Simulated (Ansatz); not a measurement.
Basis-set series for GeH₈N₄, SMILES `[NH2][Ge]([NH2])([NH2])[NH2]`. The species carries charge 0 and has multiplicity 1. The structure was optimised at the PBE0-D4/def2-TZVP level. It is one conformer, not always the lowest.

```json
{"functional": "PBE0-D4", "basis": "def2-SVP", "functions": "128", "energy (Eh)": "-2299.95026", "HOMO (eV)": "-6.56", "LUMO (eV)": "1.21"}
{"functional": "PBE0-D4", "basis": "def2-QZVPP", "functions": "557", "energy (Eh)": "-2300.55353", "HOMO (eV)": "-6.98", "LUMO (eV)": "0.10"}
{"functional": "ωB97M-V", "basis": "def2-SVP", "functions": "128", "energy (Eh)": "-2300.24721", "HOMO (eV)": "-8.94", "LUMO (eV)": "2.84"}
{"functional": "ωB97M-V", "basis": "def2-QZVPP", "functions": "557", "energy (Eh)": "-2300.85740", "HOMO (eV)": "-9.36", "LUMO (eV)": "1.32"}
```

Task: Give the rows for def2-TZVPP. (Estimate.)

Result: Computed: 
```tsv
functional	basis	functions	energy (Eh)	HOMO (eV)	LUMO (eV)
PBE0-D4	def2-TZVPP	284	-2300.49359	-6.90	0.47
ωB97M-V	def2-TZVPP	284	-2300.79964	-9.28	1.88
```

Positive LUMOs are unbound and depend on the basis. Scalar relativity is left out up to krypton.
